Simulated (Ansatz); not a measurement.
H2BNO, SMILES `N=BO` (charge 0, multiplicity 1).

Cartesian coordinates (Å):
```xyz
5

N     -1.1818     0.0079     0.0068
B      0.0484     0.0983    -0.1163
O      1.3666     0.2294    -0.2941
H     -2.1638    -0.0526     0.1116
H      1.9307    -0.2830     0.2921
```
Charge 0, multiplicity 1.

Frozen-core energies in 6-31g from Ansatz (a quantum-chemistry and plane-wave program) at a geometry from B3LYP-D3(BJ)/def2-TZVP; the HF reference has <S^2> = 0.00 and the T1 diagnostic is 0.017.

| level | energy (Ha) |
|---|---|
| HF | -155.14182 |
| MP2 | -155.42587 |
| CCSD | -155.43565 |

Question: Estimate the energies of CCSD(T), CCSDT, CCSDT(Q) and CCSDTQ, and give each level's difference from CCSDTQ.

Answer: 
```
level     energy (Ha)  difference from CCSDTQ (mHa)
--------  -----------  ----------------------------
MP2        -155.42587                         19.03
CCSD       -155.43565                          9.24
CCSD(T)    -155.44355                          1.35
CCSDT      -155.44398                          0.92
CCSDT(Q)   -155.44506                         -0.16
CCSDTQ     -155.44490                          0.00
```
